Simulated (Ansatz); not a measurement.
Cost and result for the atomization energy of CH₆ClFSi₂, SMILES `F[SiH](Cl)C[SiH3]` (11 atoms, 10 bonds).

Cartesian coordinates in Å:
```
F 0.4474 -0.4448 2.2253
Si 0.6058 0.7590 1.1931
Cl 2.4267 1.6225 1.5418
C 0.5039 0.1078 -0.5268
Si -1.0555 -0.8671 -0.9211
H -0.4356 1.7587 1.5046
H 1.3786 -0.5220 -0.7206
H 0.5663 0.9633 -1.2091
H -1.0703 -2.1413 -0.1602
H -2.2558 -0.0705 -0.5512
H -1.1116 -1.1656 -2.3757
```

Total charge 0; spin multiplicity 1. Geometry: relaxed with PBE0-D4/def2-TZVP. It is one conformer, not always the lowest. Program: Ansatz. All runs use 4 threads of an Arm Neoverse V1 on a shared host. Times are those of one run each, without the atoms' runs, and a repeat can differ threefold. Electronic energies, without spin–orbit coupling; frozen cores. CCSD(T)/CBS adds CCSD(T) − MP2 in def2-TZVPP to the MP2 limit, and its time is that of the two runs behind it. T1 = 0.011. B3LYP takes the VWN-RPA correlation (the form of Gaussian; ORCA's B3LYP/G).

CCSD(T)/CBS is a level of theory with its own doubt, some kJ/mol a heavy atom from the limit and from the frozen cores, so smaller differences don't rank the functionals.

```json
{"level": "PBE-D4/def2-TZVPP (with forces)", "functions": "272", "wall time": "3.1 s"}
{"level": "PBE0-D4/def2-TZVPP", "functions": "272", "wall time": "4.2 s"}
{"level": "r2SCAN-D4/def2-TZVPP (with forces)", "functions": "272", "wall time": "6.5 s"}
{"level": "B3LYP-D4/def2-TZVPP (with forces)", "functions": "272", "wall time": "6.5 s"}
{"level": "B2PLYP/def2-TZVPP", "functions": "272", "wall time": "7 s"}
{"level": "ωB97X-V/def2-TZVPP", "functions": "272", "wall time": "10 s"}
{"level": "ωB97M-V/def2-TZVPP (with forces)", "functions": "272", "wall time": "15 s"}
{"level": "MP2/def2-QZVPP", "functions": "504", "wall time": "26 s"}
{"level": "CCSD(T)/def2-TZVPP", "functions": "272", "wall time": "3.6 min"}
{"level": "CCSD(T)/CBS(def2)", "functions": "–", "wall time": "4 min"}
```

(1) What atomization energy does each give, and how far from CCSD(T)/CBS? (Best estimate.)

Answers

(1) The calculation gave: 
```tsv
level	atomization (kJ/mol)	difference from CCSD(T)/CBS	per bond
PBE-D4/def2-TZVPP (with forces)	3837.4	-13.8	-1.4
PBE0-D4/def2-TZVPP	3810.3	-40.9	-4.1
r2SCAN-D4/def2-TZVPP (with forces)	3847.2	-4.0	-0.4
B3LYP-D4/def2-TZVPP (with forces)	3819.0	-32.2	-3.2
B2PLYP/def2-TZVPP	3786.0	-65.2	-6.5
ωB97X-V/def2-TZVPP	3862.3	11.1	1.1
ωB97M-V/def2-TZVPP (with forces)	3852.9	1.7	0.2
MP2/def2-QZVPP	3859.1	7.9	0.8
CCSD(T)/def2-TZVPP	3748.9	-102.3	-10.2
CCSD(T)/CBS(def2)	3851.2	0.0	0.0
```

The D4 term adds +43.8 kJ/mol with B3LYP and +23.0 kJ/mol with PBE0; it sums over pairs of atoms, weighted by their polarisabilities, and B3LYP, whose exchange is more repulsive, gets the larger term. From PBE to PBE0 (25 % exact exchange), in def2-TZVPP and without D4, the atomization energy moves by −23.2 kJ/mol: exact exchange takes away binding that semilocal exchange gives to molecules. In def2-TZVPP, CCSD(T) changes the Hartree–Fock value by +806.1 kJ/mol (the triples alone add +43.6 kJ/mol) and MP2 by +854.7 kJ/mol; breaking electron pairs costs correlation energy, which Hartree–Fock lacks.
